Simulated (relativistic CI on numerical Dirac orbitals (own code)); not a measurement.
Computed by Dirac-Coulomb-Breit CI, KLI orbitals optimised for each configuration, QED by a radiative potential, unscaled Slater integrals (own radial code, finite nucleus).

Configurations in the expansion: 1s2, 1s 2s, 1s 2p, 1s 3s, 1s 3p, 1s 3d, 1s 4s, 1s 4p, 1s 4d, 1s 4f, 1s 5s, 1s 5p, 1s 5d, 1s 5f, 1s 5g, 1s 6s, 1s 6p, 1s 6d. Levels of other configurations are missing.

At this charge energies of transitions that change n are usually good to better than 1 %, and those within a shell (Δn = 0) to a few per cent.

Outline of the computed level scheme of Pd XLV. Lowest level of each configuration: 1s2 1S_0 at 0.0 eV; 1s 2s 3S_1 at 21556.3 eV; 1s 2p 3P°_1 at 21619.8 eV; 1s 3s 3S_1 at 25602.2 eV; 1s 3p 3P°_1 at 25619.6 eV; 1s 3d 3D_2 at 25684.1 eV; 1s 4s 3S_1 at 27002.6 eV; 1s 4p 3P°_1 at 27009.7 eV; 1s 4d 3D_2 at 27036.8 eV.

Some strong electric-dipole decays among the lowest 27 levels: 1s 2p 1P°_1 → 1s2 1S_0 (3.8e+15 s⁻¹); 1s 2p 3P°_1 → 1s2 1S_0 (1.4e+15 s⁻¹); 1s 3p 1P°_1 → 1s2 1S_0 (1.0e+15 s⁻¹); 1s 4p 1P°_1 → 1s2 1S_0 (4.3e+14 s⁻¹); 1s 3p 3P°_1 → 1s2 1S_0 (3.8e+14 s⁻¹); 1s 3d 3D_3 → 1s 2p 3P°_2 (2.7e+14 s⁻¹); 1s 3d 1D_2 → 1s 2p 1P°_1 (2.4e+14 s⁻¹); 1s 3d 3D_2 → 1s 2p 3P°_1 (2.3e+14 s⁻¹).

LS names give the leading component of a level, which can be under half, so a name can repeat, a term be missing and a line seem to break the LS rules.
